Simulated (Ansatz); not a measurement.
A made-up structure of InH2ClO, singlet:

```xyz
5
angstrom
O -1.1825 0.2804 -0.5361
In 0.3482 0.3745 0.0350
Cl 1.2092 -1.8039 0.9551
H -1.3586 -0.6385 -0.3577
H 0.9837 1.7875 -0.0964
```

It is relaxed with PBE-D4/def2-SVP and then PBE0-D4/def2-TZVP (Ansatz 0.2.0). Atoms count as bonded within 1.22 times the sum of their covalent radii (H–H: 0.88 Å). The end point is not checked to be a true minimum.

(1) Does its bonding change? (A judgement: the text doesn't fix the answer.)

Results:

(1) Computed: Yes. Formed: none; broken: In2–H4.

Where it ends: The first stage lowers the energy by 3.23 eV in 5 steps. It ends as InH₂ClO ([OH][InH][Cl]):
```csv
atom,x (Å),y (Å),z (Å)
O1,-1.3915,0.1255,-0.5757
In2,0.4477,0.4042,0.0659
Cl3,1.2944,-1.5908,0.9311
H4,-1.6786,-0.7823,-0.4440
H5,1.3281,1.8435,0.0226
```

Labels in which every atom is bracketed show which atoms are joined, not bond orders.

For scale, one of the runs: PBE0-D4/def2-TZVP relaxation, 130 basis functions, launched by `ansatz run in.yaml --threads 2 --pin off --events-out ev --progress --plain --max-ram 4352MiB`. Hardware: 2 CPU threads of an Arm Neoverse V2, shared host. Wall time about 17 s.
